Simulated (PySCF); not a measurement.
## Electronic structure of Sc⁺ (scandium, charge +1) at the UHF level

Configuration: [Ar] 3d1 4s1, high-spin 3D determinant. All numbers are calculated (PySCF 2.14, the spin-free X2C one-electron Hamiltonian (Gaussian nucleus), in x2c-SVPall).

```json
{
  "Total energy": "-762.963536 hartree",
  "One-electron energy": "-1039.2798 hartree",
  "Hartree (Coulomb) energy": "314.5284 hartree",
  "Exchange energy": "-38.2122 hartree",
  "⟨S²⟩": "2.0012",
  "⟨L²⟩": "6.015",
  "Sum of ⟨r⟩": "17.03 bohr",
  "Sum of ⟨r²⟩": "30.86 bohr²",
  "Traceless quadrupole moment −½Σ⟨3z² − r²⟩ along its main axis": "0.720 e·bohr²",
  "Langevin diamagnetic susceptibility": "-24.4 ×10⁻⁶ cm³/mol",
  "Time after the integrals": "0.16 s of wall time on 1 thread of Neoverse-N1 (shared host)"
}
```

| shell | electrons | mean orbital energy (hartree) | spread (hartree) | rms radius, mean of both spins (bohr) |
| --- | --- | --- | --- | --- |
| 1s α | 1 | -167.07567 | 0 | 0.0845 |
| 1s β | 1 | -167.07273 | 0 | 0.0845 |
| 2s α | 1 | -19.52984 | 0 | 0.370 |
| 2s β | 1 | -19.51229 | 0 | 0.370 |
| 2p α | 3 | -15.95732 | 0.00296 | 0.340 |
| 2p β | 3 | -15.94246 | 0.01875 | 0.340 |
| 3s α | 1 | -2.88188 | 0 | 1.15 |
| 3s β | 1 | -2.81482 | 0 | 1.15 |
| 3p α | 3 | -1.87187 | 0.03675 | 1.27 |
| 3p β | 3 | -1.79718 | 0.05577 | 1.27 |
| 3d α | 1 | -0.60366 | 0 | 1.86 |
| 4s α | 1 | -0.44995 | 0 | 3.75 |

Densities and radii are taken from the X2C orbitals without a picture-change correction, which distorts them close to the nucleus.
